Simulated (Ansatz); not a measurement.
`F[Si](Cl)(Cl)Cl` + NH₃ → `N[Si](Cl)(Cl)Cl` + H–F at 400 K and 1 bar (ligand exchange at the Si–F bond).

Gas-phase electronic energies from Ansatz, PBE0-D4/def2-TZVP geometries. CBS: MP2 limit from def2 TZ/QZ plus the TZ coupled-cluster correction, frozen cores. This one scheme is used for every species. Each species was taken in one conformer, which may not be the lowest.

| species | CCSD(T)/CBS energy (Eh) | H − E (kJ/mol) | S (J/(mol·K)) |
| --- | --- | --- | --- |
| `F[Si](Cl)(Cl)Cl` | -1768.43208 | 50.3 | 358.0 |
| NH₃ | -56.50880 | 104.2 | 203.1 |
| `N[Si](Cl)(Cl)Cl` | -1724.51858 | 115.8 | 391.9 |
| H–F | -100.39570 | 36.5 | 182.2 |

H − E and S are ideal-gas, rigid-rotor, harmonic terms from PBE0-D4/def2-TZVP, for one conformer and one mirror image of each species. 1 Eh = 2625.50 kJ/mol, R = 8.31446 J/(mol·K).

Problem. By hand: ΔE, ΔH, ΔS and ΔG.

Solution. ΔE = (-1724.51858) + (-100.39570) − (-1768.43208) − (-56.50880) = 0.02660 Eh = 69.8 kJ/mol. Δ(H − E) = 115.8 + 36.5 − 50.3 − 104.2 = -2.2, so ΔH = 67.6 kJ/mol. ΔS = 391.9 + 182.2 − 358.0 − 203.1 = 13.0 J/(mol·K). ΔG = 67.6 − 400 × (13.0)/1000 = 62.4 kJ/mol.

Problem. By hand: the equilibrium constant, and the temperature at which ΔG would vanish if ΔH and ΔS stayed fixed.

Solution. log₁₀ K = −ΔG/(RT ln 10) = -8.1. ΔG = 0 at ΔH/ΔS = 5200 K, far beyond where these terms or the molecules hold.

The number of gas molecules stays the same, so ΔS is small and ΔH decides. A doubt of 5 kJ/mol in ΔE shifts log₁₀ K by 0.7 here. Other conformers and mirror images would add mixing entropy, several J/(mol·K) or more a flexible species. These are equilibria of isolated gas molecules and say nothing of rates. Largest T1 diagnostic: 0.010 (customary marks: 0.02 for closed shells, 0.045 for open ones).
